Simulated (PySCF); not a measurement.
(Z)-1-fluorobut-1-ene (C4H7F), SMILES CC/C=C\F.

Geometry optimised at B3LYP-D3(BJ)/def2-SVP. One conformer was computed; it need not be the lowest.

Two levels are set side by side: TDA-PBE/def2-SVPD (PySCF) and TDA-ωB97X/def2-SVPD (PySCF). Vertical, same geometry. The lowest singlet is HOMO→LUMO+1 90 % with PBE and HOMO→LUMO+1 51 %, HOMO→LUMO 32 %, HOMO→LUMO+2 8 % with the other functional; states are paired by order. Differences are taken from unrounded values.

```
quantity                               TDA-ωB97X
-------------------------------------  ---------
lowest singlet excitation (eV)              7.36
lowest triplet excitation (TDA) (eV)        4.49
first bright state (f over 0.05) (eV)       7.98
its oscillator strength                     0.58
```

**Question.** What does TDA-PBE give, and how far is it from TDA-ωB97X? (The exact figures need the calculation; the answer reports its results.)

**Answer.** 
```
quantity                               TDA-PBE  TDA-PBE minus TDA-ωB97X
-------------------------------------  -------  -----------------------
lowest singlet excitation (eV)            6.18                    -1.17
lowest triplet excitation (TDA) (eV)      4.47                    -0.02
first bright state (f over 0.05) (eV)     6.80                    -1.18
its oscillator strength                   0.06                    -0.53
```

A lower first singlet is the usual sign of a functional without exact exchange. Differences between two approximate levels are no errors against the true value.

Rough cost on one machine, each run with all the roots and properties that it gave: TDA-ωB97X against TDA-PBE about 4 times.
